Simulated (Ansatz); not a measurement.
Computed with Ansatz on PBE0-D4/def2-TZVP structures; ΔE is electronic, products minus reactants. CCSD(T)/CBS adds triple-zeta CCSD(T) − MP2 to the extrapolated MP2 energy (def2 sets, frozen cores). This one scheme is used for every species. Functionals use def2-TZVPP. One conformer a species, not always the lowest.

`BO[SiH2]C#C` + H₂ → `BO[SiH3]` + `C#C`  (hydrogenolysis of the Si–C bond)

```tsv
level	ΔE (eV)
revPBE-D4	0.30
BLYP-D4	0.26
```

(1) What does CCSD(T)/CBS give? (An estimate is asked.)

Largest T1 diagnostic among the species: 0.014.

## Answers

(1) Ansatz gave: +0.23 eV. The listed levels differ from it by 0.07, 0.03 eV.

At CCSD(T), def2-SVP lies −0.14 eV from the extrapolated value and def2-TZVPP −0.02 eV. In def2-TZVPP, CCSD(T) changes the Hartree–Fock value by +0.18 eV (the triples alone add +0.05 eV) and MP2 by +0.25 eV. Leaving LDA and LC-ωPBE aside and taking each functional with its dispersion term where it has one, the values, not all of them listed here, spread over 0.13 eV, from CAM-B3LYP-D4 to revPBE-D4.
